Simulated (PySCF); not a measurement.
**[Gd(NH3)3]3+ at several levels of theory**

Computed with PySCF 2.14.0 (density fitting, no spin-orbit coupling) at the geometry relaxed with B3LYP:

```xyz
13
[Gd(NH3)3]3+ (singlet in the valence; each metal's 4f electrons, 7 of them, lie in its core potential, out of spins and levels)
Gd    0.0000    0.0000   -0.7843
N     2.3163   -0.0014   -0.0043
H     2.5449   -0.6649    0.7615
H     3.0188   -0.2441   -0.7317
H     2.6735    0.9026    0.3620
N    -1.1569    2.0066   -0.0043
H    -0.6966    2.5363    0.7615
H    -1.2980    2.7365   -0.7317
H    -2.1184    1.8641    0.3620
N    -1.1593   -2.0052   -0.0043
H    -1.8482   -1.8715    0.7615
H    -1.7209   -2.4923   -0.7317
H    -0.5551   -2.7666    0.3620
```

```
level                                                 basis    state  HOMO (eV)  gap (eV)  charge on Gd1 (e)  population of f-type functions on Gd1 (polarisation alone where 4f lies in the core)  dipole about the centre of mass (D)  largest force component (eV/Å)
B3LYP     Gd lcecp-1-SVP with ECP53, N def2-SVP, H def2-SVP  singlet     -24.16      7.38               1.81                                                                                  0.03                                 2.61                            0.02
B3LYP  Gd lcecp-1-TZVP with ECP53, N def2-TZVP, H def2-TZVP  singlet     -24.10      7.41               2.10                                                                                  0.03                                 2.61                            0.47
 PBE0        Gd def2-SVP with ECP28, N def2-SVP, H def2-SVP    octet     -24.47      7.44               1.81                                                                                  7.03                                 2.81                            0.17
```

In the lcecp rows the 4f levels are missing from HOMO and gap, and the state counts the valence alone.

HOMO and gap are taken over both spins. Charges are Mulliken's, which hang on the basis. The relaxation used the grid (50, 194), these runs (75, 302) or, all-electron (x2c bases, spin-free X2C Hamiltonian), (99, 590).

Question: Order these levels, in the first row's basis, by the HOMO–LUMO gap they give here, smallest first.
A. BLYP
B. TPSS
C. PBE0
D. BP86

Answer: A (5.42 eV), D (5.75 eV), B (5.94 eV), C (8.05 eV).

Question: And their other results?

Answer: 
```csv
level,state,HOMO (eV),gap (eV),charge on Gd1 (e),population of f-type functions on Gd1 (polarisation alone where 4f lies in the core),dipole about the centre of mass (D),largest force component (eV/Å)
BLYP,singlet,-22.77,5.42,1.71,0.03,2.78,0.30
PBE0,singlet,-24.46,8.05,1.85,0.03,2.60,0.16
TPSS,singlet,-23.04,5.94,1.79,0.03,2.69,0.17
BP86,singlet,-23.02,5.75,1.74,0.03,2.80,0.39
```

In the first row's basis the gap widens with exact exchange: 5.4 to 5.9 eV for BLYP, BP86, TPSS (none); 7.4 to 8.1 eV for B3LYP, PBE0 (a fixed share).

A frequency check found unstable modes (3, the lowest at -34 cm⁻¹), so the relaxed geometry is a saddle point, or these are noise. An lcecp potential fixes the number of 4f electrons, so in runs with it no electron can move into or out of that shell.

Rows with open f shells in the valence may stand above their lowest state, and their gaps can end on f levels.
